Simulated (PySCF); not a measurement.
Z-matrix (Å, degrees):
```
Si
H 1 1.4882
H 1 1.4899 2 108.68
H 1 1.4902 2 108.53 3 118.32
Al 1 2.4916 2 111.18 4 120.35
Br 5 2.2852 1 113.05 2 176.20
```
Charge 0, spin multiplicity 2.

### Question
Estimate the total energy, highest occupied spin orbital and dipole moment that PySCF with ωB97X-D3(BJ)/def2-TZVP // PBE0-D3(BJ)/def2-TZVP returns for this input.

### Answer

- total energy: -3107.8877 Ha
- highest occupied spin orbital: -7.84 eV
- dipole moment: 1.64 D
